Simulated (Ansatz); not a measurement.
Ideal-gas functions of C$_{2}$H$_{3}$AlO, SMILES `C=[C]1[O][AlH]1` at 298.15 K and 1 bar, from an Ansatz frequency run at PBE0-D4/def2-TZVP.

Molar mass 70.03 g/mol, point group Cs (symmetry number 1), electronic degeneracy 1, moments of inertia 23.263, 110.283, 133.546 u Å². Harmonic wavenumbers (cm⁻¹, unscaled): 285, 332, 456, 469, 653, 716, 719, 834, 905, 1088, 1396, 1722, 2006, 3150, 3254.

Use S(trans) = R[1.5 ln M + 2.5 ln T − 1.1517]; rotational temperatures θ = 24.2544 K / I; S(rot) = R[ln(√π/σ · √(T³/θAθBθC)) + 1.5]; for each mode x = 1.438777 ν̃/T, S = R[x/(eˣ − 1) − ln(1 − e⁻ˣ)] and H = RT x/(eˣ − 1); 1 cm⁻¹ = 0.0119627 kJ/mol; R = 8.31446 J/(mol·K).

Task: By hand: the entropy, in J/(mol·K).

Result: Translation 161.8. Rotation: θ = 1.0426, 0.2199, 0.1816 K, giving 101.5. Vibration, mode by mode: 6.29, 5.23, 3.25, 3.10, 1.54, 1.20, 1.19, 0.76, 0.57, 0.27, 0.08, 0.02, 0.01, 0.00, 0.00, in all 23.5. Electronic 0.0. Sum 286.8 J/(mol·K).

Task: By hand: H − E and G − E in kJ/mol, counted from the electronic energy.

Result: Zero-point energy ½ × 17985 × 0.0119627 = 107.6; thermal vibration 4.8; translation, rotation and pV give 4 RT = 9.9. H − E = 122.3 kJ/mol, and G − E = 122.3 − 298.15 × 286.8/1000 = 36.8 kJ/mol.

Vibration gives 8 % of the entropy.
